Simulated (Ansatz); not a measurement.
```yaml
atoms:
  - { symbol: C, position_ang: [0.0000, 0.7724, 0.0000] }
  - { symbol: C, position_ang: [-1.3425, 1.5128, 0.0000] }
  - { symbol: C, position_ang: [-2.6253, 0.7639, 0.0000] }
  - { symbol: C, position_ang: [-2.6253, -0.7639, 0.0000] }
  - { symbol: C, position_ang: [-1.3425, -1.5128, 0.0000] }
  - { symbol: C, position_ang: [0.0000, -0.7724, 0.0000] }
  - { symbol: C, position_ang: [2.6253, 0.7639, 0.0000] }
  - { symbol: C, position_ang: [1.3425, 1.5128, 0.0000] }
  - { symbol: C, position_ang: [1.3425, -1.5128, 0.0000] }
  - { symbol: C, position_ang: [2.6253, -0.7639, 0.0000] }
  - { symbol: H, position_ang: [-1.3397, 2.6937, 0.0000] }
  - { symbol: H, position_ang: [-3.6509, 1.3478, 0.0000] }
  - { symbol: H, position_ang: [-3.6509, -1.3478, 0.0000] }
  - { symbol: H, position_ang: [-1.3397, -2.6937, 0.0000] }
  - { symbol: H, position_ang: [3.6509, 1.3478, 0.0000] }
  - { symbol: H, position_ang: [1.3397, 2.6937, 0.0000] }
  - { symbol: H, position_ang: [1.3397, -2.6937, 0.0000] }
  - { symbol: H, position_ang: [3.6509, -1.3478, 0.0000] }
```

RHF on singlet C10H8 was run in several spherical basis sets with Ansatz (development build ahead of 0.2.0). Caution for RHF: no unrestricted run beside it, a lower state can exist.

**Question.** Rank the basis sets by the total energy that they give, lowest first, with the distance from the lowest.
A. def2-SVP
B. cc-pVDZ
C. 6-31G(d)

**Answer.** B (0.00 eV), C (1.20 eV), A (8.44 eV).

Totals follow the description of the cores as much as that of the bonds, so this order isn't one of quality for chemistry.
